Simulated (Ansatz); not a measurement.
ClFH₄OSiSn (`[F][SnH]([Cl])[O][SiH3]`), relaxed with RKS PBE0-D4/def2-TZVP in the Gaussian-basis code of Ansatz from a PBE-D4/def2-SVP geometry. The force threshold is 0.005 eV/Å; the program also tests the step.

The species carries charge 0 and has multiplicity 1. Sn: def2 effective core potential.

Start:

```xyz
9

F    -2.317    1.314   -0.909
Sn   -1.377   -0.394   -0.867
Cl    0.120   -0.348   -2.680
O    -0.298   -0.389    0.791
Si    1.251    0.236    1.060
H    -2.514   -1.675   -0.879
H     2.304   -0.687    0.508
H     1.415    0.350    2.548
H     1.415    1.593    0.428
```

(1) By how much does the energy fall, and how many steps does the optimiser take? (Estimate.)

(2) Which bonds change most? (Best estimate.)

(3) Give the relaxed structure. (Estimate.)

Results:

(1) The calculation gave: 12.39 kJ/mol, in 33 steps, 4 of them rejected.

(2) Ansatz gave: Sn2–O4 from 1.978 to 1.922 Å; Sn2–Cl3 from 2.352 to 2.297 Å; O4–Si5 from 1.692 to 1.646 Å; F1–Sn2 from 1.949 to 1.904 Å.

(3) Ansatz gave: 
```xyz
9

F    -2.216    1.253   -0.519
Sn   -1.347   -0.400   -0.893
Cl   -0.226   -0.067   -2.869
O    -0.052   -0.619    0.510
Si    1.274    0.194    1.046
H    -2.466   -1.660   -0.915
H     2.425   -0.743    1.086
H     1.013    0.712    2.413
H     1.596    1.330    0.142
```
